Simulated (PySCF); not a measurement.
# Electric field gradients and quadrupole coupling constants

Species: C6H17N3Si.
Structure used (PBE0-D3(BJ)/def2-SVP), in Å, numbered top down from 1:
```xyz
27
C6H17N3Si angstrom
C      4.351   -0.696    0.653
N      3.153    0.066    0.862
C      2.067   -0.365    0.383
C      0.761    0.360    0.555
N      0.075    0.586   -0.698
C      0.705    1.542   -1.576
Si    -1.264   -0.415   -1.159
N     -2.382   -0.490    0.162
C     -3.064   -1.690    0.567
C     -2.878    0.719    0.769
H      4.783   -0.976    1.628
H      4.205   -1.617    0.054
H      5.105   -0.065    0.154
H      2.015   -1.305   -0.213
H      0.966    1.311    1.081
H      0.102   -0.240    1.208
H      0.088    1.697   -2.473
H      0.827    2.520   -1.075
H      1.710    1.223   -1.912
H     -0.952   -1.855   -1.439
H     -1.763    0.223   -2.422
H     -4.139   -1.682    0.295
H     -3.008   -1.831    1.664
H     -2.608   -2.572    0.094
H     -2.828    0.663    1.873
H     -3.932    0.930    0.498
H     -2.267    1.579    0.456
```

Field gradients from the PBE0/pcSseg-1 density (PySCF, non-relativistic), principal values in atomic units, ordered |Vxx| ≤ |Vyy| ≤ |Vzz|:

```csv
atom,Vxx,Vyy,Vzz
N2,0.3604,0.7365,-1.0970
N5,0.3377,0.7646,-1.1023
N8,0.3475,0.7579,-1.1054
```

Problem. Find the asymmetry η = (Vxx − Vyy)/Vzz and the couplings χ = eQV/h (234.96 MHz × Q in barn × V in au), with Q(14N) = 0.02044 b.

Solution. 
| atom | environment | nucleus | η | χzz (MHz) | χxx (MHz) | χyy (MHz) |
| --- | --- | --- | --- | --- | --- | --- |
| N2 | imine nitrogen | 14N | 0.34 | -5.27 | 1.73 | 3.54 |
| N5 | silicon-bound nitrogen | 14N | 0.39 | -5.29 | 1.62 | 3.67 |
| N8 | silicon-bound nitrogen | 14N | 0.37 | -5.31 | 1.67 | 3.64 |

The tensor is traceless: Vxx + Vyy + Vzz = 0.

Problem. What is Vzz at N5 in SI units (1 au = 9.71736 × 10²¹ V/m²)?

Solution. -1.1023 au = -10.711 × 10²¹ V/m².

Were the hydrogens deuterons (Q(2H) = 0.00286 b), χzz would run from 90 kHz (H21 and H20) to 193 kHz (H17 and H24).

Geometry: PBE0-D3(BJ)/def2-SVP, one conformer, isolated molecule. The basis is small and wasn't made for field gradients, so the couplings can be 20 % off.

These values come from a run that also computed NMR shieldings. On Arm Neoverse V1, one thread, shared host with 32 logical CPUs at a one-minute load of 22, this took 87 s wall (grids of density and orbitals included) and 1.3 GiB of memory at its peak.
